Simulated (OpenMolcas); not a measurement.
**Fe2+: ligand-field states by method**

Fe2+ with 6 ligands (sulfide) in octahedral coordination (Oh) at 2.65 Å. A charge of +1.67 e stands 2.4 Å behind each ligand. Ligand basis ANO-RCC-VDZP.

```
Program             : OpenMolcas 26.06
Basis               : ANO-RCC-VTZP [6s5p3d2f1g]
Scalar Hamiltonian  : DKH2, point nucleus
Active space        : 6 electrons in 5 orbitals (3d)
State averaging     : 2S+1 = 5 even, 5 roots; 2S+1 = 3 even, 45 roots; 2S+1 = 1 even, 50 roots
Spin-orbit coupling : RASSI with atomic mean-field integrals over the reference wave functions
```

I. CASSCF
II. SS-CASPT2, IPEA 0.25 Eh, imaginary shift 0.1 Eh (closed shells correlated: 3s 3p and the ligand valence shells)
III. SS-CASPT2, IPEA 0.5 Eh, imaginary shift 0.1 Eh (closed shells correlated: 3s 3p and the ligand valence shells)

Spin-free states (labels of O, the rotations of Oh) in cm-1, each column counted from its own energy of the first state listed:

| State | Degeneracy | I | II | III |
| --- | --- | --- | --- | --- |
| 5T2 | 3 | 0 | 0 | 0 |
| 5E | 2 | 1104 | 1300 | 1240 |
| 3T1 | 3 | 21303 | 17930 | 18150 |
| 3T2 | 3 | 21738 | 18090 | 18710 |
| 3T1 | 3 | 22445 | 18540 | 19240 |
| 3E | 2 | 22633 | 19110 | 19790 |
| 3T1 | 3 | 24466 | 18280 | 19180 |
| 3T2 | 3 | 25398 | 20040 | 20950 |
| 3T1 | 3 | 25645 | 20350 | 21060 |
| 3A2 | 1 | 25923 | 20660 | 21600 |
| 3T2 | 3 | 27303 | 21890 | 22790 |
| 3E | 2 | 27987 | 23050 | 23750 |
| 3T1 | 3 | 28504 | 23830 | 24370 |
| 3A1 | 1 | 28661 | 23840 | 24470 |
| 1A1 | 1 | 31199 | 27430 | 26000 |
| 1T1 | 3 | 31832 | 27460 | 26790 |
| 1T2 | 3 | 32446 | 27110 | 27400 |
| 1E | 2 | 33447 | 27960 | 28330 |
| 1A2 | 1 | 33459 | 27990 | 28830 |
| 1T2 | 3 | 33615 | 28580 | 28580 |

From I to II, I's first state of the same spin (5E) moves from 1104 to 1300 cm-1, by about +200 cm-1.

From I to II, I's first state of another spin (3T1) moves from 21303 to 17930 cm-1, by about -3400 cm-1.

χT at 300 K: I 4.75, II 4.66, III 4.68 cm3 K/mol.

Roots that are degenerate in the reference are averaged as groups; the widest CASPT2 spread within a group is 730 cm-1 (the 2-fold group of multiplicity 1 near 71700 cm-1 above the lowest state of its run, II). Shifts and gaps below about the spread of the groups concerned are not significant. Over all roots computed the reference weight is 0.60 to 0.64 in II, 0.62 to 0.64 in III; a low but even weight reflects the number of correlated electrons. An orbital triplet at a regular site is open to Jahn-Teller coupling, which can distort the site and quench the lowest spin-orbit gaps and is left out. The sulfide ions are held by bare point charges, a crude embedding. Ligand-to-metal charge-transfer states are missing. With oxide or sulfide held by bare charges the field of late divalent 3d ions can come out several times too small, and g and χT far too large. With no ligand orbital active B as a rule stays too high, so bands that hang on it stand too high and its fall with covalency is understated. Without dynamic correlation the repulsion within the d shell is too large (B by tens of per cent), so at a given field states of lower spin stand too high (holds for I). CASSCF with metal d orbitals alone favours high spin, so a ground state of lower spin is not ruled out (holds for I). With metal d orbitals alone and no dynamic correlation the field as a rule comes out too small, by tens of per cent, by up to half for chloride and softer ligands, and with too little covalency χT stands high (holds for I). A single d shell leaves out the double-shell effect, which counts most for late 3d ions, where the CASPT2 field can be off either way by tens of per cent (holds for II; III). These CASPT2 states fit no ligand-field parameters well, so their order and spin gaps are uncertain (holds for II; III). With one d shell and no ligand orbital active, 10Dq can be off by tens of per cent for divalent 3d ions, low with halides held by bare charges and at times high in hosts (holds for II; III). Free-ion shares, where given, are those of the reference states; single-state CASPT2 does not remix them (holds for II; III). The distance lies 4 % over the 2.56 Å that this model takes as the normal distance (a Shannon-type radius plus a fixed donor radius); by an R⁻⁵ law this alone changes a d-shell field by about -16 %. No measured value stands beside these numbers; the geometry is a model, was not optimised and need not be the one that this ion takes.
